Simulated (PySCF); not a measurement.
PySCF input for C2H8FNSi2, SMILES [Si@@H]1([SiH2]C[C@@H]1F)N, r2SCAN-D4/def2-SVP. Geometry: r2SCAN-D4/def2-SVP. The structure was generated by enumeration; whether it is a known compound was not checked. The values are those of a single conformer.

```python
import numpy as np
from pyscf import gto, scf, dft, df
from pyscf.hessian import thermo

mol = gto.M(
    atom='''
    N     2.48446503    0.40066770   -0.36664726
    Si    0.93949069    0.04923302    0.30489002
    Si   -0.91466981    1.47810368    0.46431936
    C    -1.67164061   -0.25667853    0.13771802
    C    -0.48844324   -0.87434700   -0.62418969
    F    -0.49077931   -2.26587486   -0.61681575
    H     3.28108715   -0.20679200   -0.20703503
    H     2.60150950    0.96608000   -1.20000329
    H     1.16709081   -0.68181117    1.58882367
    H    -1.12072437    2.40385939   -0.69348952
    H    -1.35477654    2.15572419    1.71954940
    H    -1.76278262   -0.75936292    1.11878433
    H    -2.64379170   -0.33942678   -0.37503612
    H    -0.52884316   -0.54663141   -1.68382187
    ''',
    basis='def2-SVP',
    charge=0,
    spin=0,
    max_memory=1600,
    verbose=3,
)
mf = dft.RKS(mol, xc='r2scan').density_fit(auxbasis='def2-universal-jkfit')
mf.disp = 'd4'
mf.grids.level = 4
mf.conv_tol = 1e-11
mf.max_cycle = 100
mf.kernel()

# [left out here: the lines that compute and print the analytic Hessian (its translational invariance restored by hand, since the grid's response is missing), thermochemistry and intensities]
```

It prints:

```
converged SCF energy = -814.071972266418

WARN: MGGA Hessian is sensitive to dft grids. grids.level 4 may not be dense enough.


WARN: DFTD4 does not support analytical Hessian, using finite difference.


WARN: Mole.unit (angstrom) is changed to Bohr

Mode                                 0                   1                   2
Irrep
Freq [cm^-1]                      111.3914            144.4553            172.1094
Reduced mass [au]                   2.7140              2.9831              3.8754
Force const [Dyne/A]                0.0198              0.0367              0.0676
Char temp [K]                     160.2675            207.8390            247.6271
Normal mode                   x     y     z       x     y     z       x     y     z
       0   N                -0.04  0.12 -0.02   -0.01 -0.11 -0.07   -0.07 -0.04 -0.10
       1  Si                 0.01 -0.04  0.02   -0.00  0.02 -0.01    0.02 -0.01  0.11
       2  Si                 0.04 -0.02  0.02   -0.04  0.01  0.06   -0.01 -0.00 -0.03
       3   C                -0.02  0.04 -0.12   -0.02  0.03 -0.11   -0.01 -0.00  0.00
       4   C                 0.01 -0.03 -0.01    0.03  0.01 -0.02    0.04  0.02  0.07
       5   F                -0.04 -0.03  0.06    0.06  0.01  0.06    0.02  0.02 -0.07
       6   H                -0.03  0.06 -0.26    0.04  0.03  0.18   -0.00  0.06 -0.09
       7   H                -0.15  0.24  0.05    0.06 -0.21 -0.13   -0.18 -0.10 -0.16
       8   H                 0.09 -0.10 -0.03    0.01  0.04 -0.00    0.14  0.06  0.12
       9   H                 0.16  0.07  0.06   -0.05  0.14  0.17    0.10 -0.07 -0.10
      10   H                -0.01 -0.07  0.03   -0.05 -0.15  0.14   -0.09  0.08 -0.10
      11   H                -0.14  0.02 -0.14   -0.13 -0.02 -0.14   -0.07  0.03  0.01
      12   H                 0.02  0.10 -0.21    0.02  0.08 -0.20    0.02 -0.01 -0.06
      13   H                 0.10 -0.08 -0.03    0.07 -0.05 -0.04    0.13  0.11  0.10
Mode                                 3                   4                   5
Irrep
Freq [cm^-1]                      228.0846            259.2070            310.3706
Reduced mass [au]                   1.4343              1.8142              1.8752
Force const [Dyne/A]                0.0440              0.0718              0.1064
Char temp [K]                     328.1629            372.9412            446.5542
Normal mode                   x     y     z       x     y     z       x     y     z
       0   N                 0.01  0.03 -0.02   -0.08 -0.04 -0.03   -0.05  0.07  0.04
       1  Si                 0.04  0.01 -0.00   -0.04 -0.05 -0.01   -0.06 -0.02 -0.01
       2  Si                -0.00 -0.01 -0.00    0.03  0.01 -0.00    0.06  0.03  0.01
       3   C                 0.02 -0.01 -0.01   -0.01  0.01  0.02    0.01  0.01  0.01
       4   C                 0.01 -0.03  0.02   -0.03  0.03 -0.03   -0.02 -0.03 -0.02
       5   F                -0.10 -0.03 -0.02    0.08  0.03  0.02    0.05 -0.04 -0.02
       6   H                 0.26  0.51  0.55    0.14  0.35  0.27   -0.06  0.09  0.17
       7   H                 0.11 -0.04 -0.05    0.06  0.34  0.25   -0.21 -0.50 -0.38
       8   H                 0.11  0.10  0.03   -0.04 -0.19 -0.09   -0.04  0.05  0.02
       9   H                -0.04  0.01  0.02    0.14 -0.08 -0.09    0.04  0.05  0.03
      10   H                -0.01 -0.05  0.02   -0.05  0.14 -0.10    0.08 -0.00  0.03
      11   H                -0.01 -0.01 -0.01    0.04  0.02  0.03    0.01  0.03  0.02
      12   H                 0.03 -0.01 -0.03   -0.04  0.02  0.07   -0.01  0.03  0.03
      13   H                 0.04 -0.01  0.02   -0.08 -0.00 -0.03   -0.04 -0.04 -0.02
Mode                                 6                   7                   8
Irrep
Freq [cm^-1]                      337.7252            388.6221            424.9389
Reduced mass [au]                   2.0844              2.3046              4.8023
Force const [Dyne/A]                0.1401              0.2051              0.5109
Char temp [K]                     485.9114            559.1407            611.3924
Normal mode                   x     y     z       x     y     z       x     y     z
       0   N                 0.05  0.04  0.02    0.02  0.00  0.01   -0.06 -0.03 -0.01
       1  Si                 0.04 -0.02 -0.01   -0.00  0.04 -0.02   -0.05  0.10  0.02
       2  Si                -0.01 -0.07  0.01    0.05 -0.04 -0.01    0.07 -0.07  0.01
       3   C                -0.07  0.00  0.00   -0.13  0.01  0.01    0.05 -0.04 -0.02
       4   C                -0.05  0.07 -0.02   -0.06 -0.02  0.10    0.03  0.01 -0.06
       5   F                 0.00  0.08  0.04    0.04 -0.02 -0.03   -0.04  0.01  0.02
       6   H                 0.01 -0.00  0.08    0.01 -0.00  0.04   -0.08 -0.06  0.03
       7   H                -0.00 -0.29 -0.22    0.11  0.12  0.10    0.02  0.02  0.04
       8   H                 0.11 -0.17 -0.11   -0.01  0.18  0.07   -0.13  0.10  0.04
[...]
       6   H                 0.01  0.00 -0.00   -0.00 -0.00  0.00    0.00  0.00 -0.00
       7   H                 0.02  0.01  0.00   -0.00 -0.00  0.00    0.00 -0.00 -0.00
       8   H                 0.03  0.04  0.01   -0.02 -0.02 -0.01    0.01  0.01 -0.01
       9   H                -0.00  0.01  0.00   -0.00 -0.00 -0.01    0.00  0.00 -0.00
      10   H                -0.02 -0.01  0.00   -0.01 -0.00 -0.01    0.00 -0.00 -0.00
      11   H                 0.24 -0.18 -0.13   -0.03 -0.12 -0.10   -0.67 -0.07 -0.13
      12   H                -0.21  0.24  0.22   -0.08 -0.07  0.12   -0.23 -0.24  0.55
      13   H                -0.66 -0.16  0.06   -0.16  0.85  0.23    0.02 -0.12 -0.04
Mode                                27                  28                  29
Irrep
Freq [cm^-1]                     1534.2963           2203.4384           2212.1636
Reduced mass [au]                   1.1180              1.0357              1.0406
Force const [Dyne/A]                1.5507              2.9627              3.0004
Char temp [K]                    2207.5107           3170.2572           3182.8109
Normal mode                   x     y     z       x     y     z       x     y     z
       0   N                -0.07 -0.01  0.04   -0.00  0.00  0.00   -0.00  0.00  0.00
       1  Si                 0.01  0.00 -0.00    0.00 -0.00  0.00   -0.00  0.02 -0.03
       2  Si                -0.00  0.00  0.00   -0.01  0.02 -0.02   -0.00  0.00  0.01
       3   C                -0.00  0.00 -0.00   -0.00 -0.00 -0.00   -0.00 -0.00 -0.00
       4   C                -0.00 -0.00 -0.00    0.00 -0.00 -0.00    0.00  0.00 -0.00
       5   F                 0.00  0.00 -0.00    0.00  0.00  0.00    0.00 -0.00  0.00
       6   H                 0.29  0.29 -0.52   -0.00  0.00  0.00    0.00  0.00 -0.00
       7   H                 0.61 -0.26 -0.05   -0.00  0.00  0.00    0.01 -0.00 -0.01
       8   H                -0.01 -0.00 -0.01   -0.01  0.04 -0.06    0.14 -0.46  0.81
       9   H                -0.00 -0.00  0.00    0.13 -0.58  0.74   -0.00 -0.01  0.01
      10   H                -0.00  0.00 -0.00    0.06 -0.09 -0.20    0.07 -0.12 -0.22
      11   H                 0.00  0.00  0.00    0.00  0.00 -0.00   -0.00  0.00 -0.00
      12   H                 0.00 -0.00 -0.00   -0.00  0.00 -0.00   -0.00 -0.00  0.01
      13   H                 0.00  0.00  0.00   -0.00  0.00 -0.00   -0.01 -0.00 -0.01
Mode                                30                  31                  32
Irrep
Freq [cm^-1]                     2225.5749           2993.5536           3037.1556
Reduced mass [au]                   1.0471              1.0839              1.0610
Force const [Dyne/A]                3.0557              5.7227              5.7665
Char temp [K]                    3202.1067           4307.0572           4369.7907
Normal mode                   x     y     z       x     y     z       x     y     z
       0   N                -0.00 -0.00 -0.00    0.00  0.00 -0.00    0.00 -0.00  0.00
       1  Si                 0.00 -0.00  0.01   -0.00 -0.00  0.00   -0.00  0.00 -0.00
       2  Si                -0.01  0.01  0.03   -0.00 -0.00  0.00   -0.00 -0.00 -0.00
       3   C                -0.00 -0.00 -0.00    0.00  0.00 -0.01    0.04  0.03 -0.04
       4   C                -0.00 -0.00 -0.00    0.00 -0.02  0.08   -0.00  0.00 -0.00
       5   F                 0.00  0.00  0.00    0.00 -0.00 -0.00   -0.00 -0.00  0.00
       6   H                -0.00  0.00  0.00    0.00 -0.00 -0.00    0.00  0.00  0.00
       7   H                -0.00  0.00  0.00    0.00  0.00 -0.00   -0.00 -0.00 -0.00
       8   H                -0.04  0.12 -0.21   -0.00  0.00 -0.00   -0.00 -0.00  0.00
       9   H                -0.04  0.15 -0.17    0.00  0.00 -0.00   -0.00 -0.00  0.00
      10   H                 0.27 -0.41 -0.77   -0.00  0.00  0.00    0.00  0.00  0.00
      11   H                 0.00 -0.00  0.00   -0.00 -0.04  0.07   -0.06 -0.37  0.74
      12   H                -0.00  0.00 -0.00    0.02  0.00  0.01   -0.43 -0.02 -0.25
      13   H                 0.00 -0.00 -0.00   -0.04  0.26 -0.92    0.00 -0.02  0.06
Mode                                33                  34                  35
Irrep
Freq [cm^-1]                     3112.5064           3590.4199           3694.7112
Reduced mass [au]                   1.1036              1.0496              1.0973
Force const [Dyne/A]                6.2991              7.9722              8.8250
Char temp [K]                    4478.2037           5165.8148           5315.8668
Normal mode                   x     y     z       x     y     z       x     y     z
       0   N                 0.00 -0.00  0.00    0.05 -0.00 -0.03    0.03 -0.06  0.05
       1  Si                 0.00  0.00  0.00   -0.00 -0.00  0.00    0.00 -0.00  0.00
       2  Si                 0.00  0.00 -0.00   -0.00  0.00 -0.00   -0.00  0.00 -0.00
       3   C                -0.06  0.01 -0.07   -0.00 -0.00 -0.00    0.00 -0.00  0.00
       4   C                -0.00  0.00 -0.01   -0.00  0.00  0.00   -0.00 -0.00 -0.00
       5   F                 0.00  0.00  0.00   -0.00 -0.00 -0.00   -0.00 -0.00  0.00
       6   H                -0.00  0.00 -0.00   -0.56  0.43 -0.13   -0.51  0.38 -0.10
       7   H                -0.00 -0.00  0.00   -0.06 -0.38  0.54    0.09  0.39 -0.57
       8   H                -0.00 -0.00  0.00   -0.00 -0.00  0.00   -0.00  0.00 -0.00
       9   H                 0.00 -0.00  0.00   -0.00  0.00 -0.00   -0.00 -0.00  0.00
      10   H                 0.00 -0.00  0.00   -0.00  0.00  0.00    0.00 -0.00  0.00
      11   H                -0.05 -0.22  0.41   -0.00 -0.00  0.00    0.00  0.00 -0.00
      12   H                 0.72  0.06  0.39   -0.00  0.00 -0.00   -0.00  0.00 -0.00
      13   H                 0.00 -0.01  0.06    0.00  0.00 -0.00    0.00 -0.00  0.00
temperature 298.1500 [K]
pressure 101325.00 [Pa]
Rotational constants [GHz] 2.33218 2.21694 1.23611
Symmetry number 1
Zero-point energy (ZPE) 0.09816 [Eh]   257727.877 [J/mol]
                           tot       elec      trans        rot        vib
Entropy [J/mol/K]       372.618      0.000    168.584    118.451     85.583
Cv [J/mol/K]            134.686      0.000     12.472     12.472    109.742
Cp [J/mol/K]            143.000      0.000     20.786     12.472    109.742
Internal energy [J/mol]                      3718.434   3718.434 272991.075
Internal energy [Eh]   -813.96516  -814.07197
Enthalpy [J/mol]                             6197.391   3718.434 272991.075
Enthalpy [Eh]          -813.96422
Gibbs free energy [J/mol]                  -44066.033 -31597.707 247474.490
Gibbs free energy [Eh] -814.00653
mode   freq/cm-1   IR/(km/mol)
   1      111.39         2.935
   2      144.46         1.539
   3      172.11         4.456
   4      228.08        60.506
   5      259.21        81.114
   6      310.37        40.222
   7      337.73        31.858
   8      388.62         3.471
   9      424.94        10.251
  10      462.78        25.666
  11      533.54         8.618
  12      621.38        12.843
  13      641.21        44.626
  14      685.25        13.200
  15      702.36        39.702
  16      739.27        31.226
  17      835.39        65.221
  18      870.53        25.517
  19      898.19       211.128
  20      934.06        86.036
  21      977.46        18.337
  22     1032.33         0.636
  23     1053.70        60.526
  24     1126.67        49.863
  25     1232.18         2.059
  26     1340.61         7.342
  27     1421.09         6.531
  28     1534.30        46.185
  29     2203.44        83.326
  30     2212.16        85.173
  31     2225.57       121.463
  32     2993.55        27.758
  33     3037.16         7.460
  34     3112.51         7.005
  35     3590.42        47.953
  36     3694.71        42.950
max |gradient| / (hartree/bohr): 0.0002463730699406278
APT charges: [-0.8482  1.0931  0.6558 -0.3088  0.3226 -0.5583  0.1862  0.2007 -0.2412
 -0.2347 -0.2279  0.0106 -0.003  -0.0477]
```

Self-consistency was reached.
